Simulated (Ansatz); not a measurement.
Basis sets compared for the cluster Ge4O9H2 (the lowest singlet isomer of a short search). Charge 0, multiplicity 1. Geometry PBE-D4/def2-SVP. Ansatz on 4 threads of Intel Xeon on a shared host; times are rough, and most runs start from earlier orbitals.

```tsv
atom	x (Å)	y (Å)	z (Å)
Ge1	-0.958	-0.030	0.239
Ge2	1.450	-0.747	0.619
Ge3	-1.555	2.870	-0.787
Ge4	-0.507	-3.067	0.058
O5	-2.577	4.154	-0.840
O6	-1.642	-1.662	-0.019
O7	-0.949	-4.635	-0.152
O8	-2.072	1.293	-0.009
O9	1.170	-2.500	0.390
O10	0.095	2.668	-1.355
O11	3.139	-0.455	0.962
O12	0.580	0.058	-0.796
O13	0.113	-0.141	1.715
H14	0.419	1.723	-1.258
H15	3.295	0.472	1.233
```

The 6-31G sets use Cartesian d functions. The structure comes from a short search, and lower isomers may exist.

Binding counts from free atoms (Ge triplet, O triplet, H doublet) in the same basis, without a counterpoise term.

```json
{"level": "HF/STO-3G", "functions": "119", "energy (Eh)": "-8872.8378", "HOMO (eV)": "-7.36", "LUMO (eV)": "6.03", "binding per atom (eV)": "2.04", "wall time": "5 s"}
{"level": "HF/6-31G", "functions": "201", "energy (Eh)": "-8974.9385", "HOMO (eV)": "-12.98", "LUMO (eV)": "-0.72", "binding per atom (eV)": "1.75", "wall time": "11 s"}
{"level": "PBE-D4/def2-SVP", "functions": "264", "energy (Eh)": "-8982.9805", "HOMO (eV)": "-6.98", "LUMO (eV)": "-4.15", "binding per atom (eV)": "4.33", "wall time": "8.5 s"}
{"level": "PBE0-D4/def2-SVP", "functions": "264", "energy (Eh)": "-8983.1294", "HOMO (eV)": "-8.64", "LUMO (eV)": "-3.33", "binding per atom (eV)": "4.04", "wall time": "22 s"}
```

Q: Estimate the rows for PBE-D4/def2-TZVP, PBE0-D4/def2-TZVP.

A: 
```json
{"level": "PBE-D4/def2-TZVP", "functions": "483", "energy (Eh)": "-8984.8844", "HOMO (eV)": "-7.19", "LUMO (eV)": "-4.31", "binding per atom (eV)": "4.34", "wall time": "23 s"}
{"level": "PBE0-D4/def2-TZVP", "functions": "483", "energy (Eh)": "-8985.0355", "HOMO (eV)": "-8.78", "LUMO (eV)": "-3.43", "binding per atom (eV)": "4.07", "wall time": "76 s"}
```
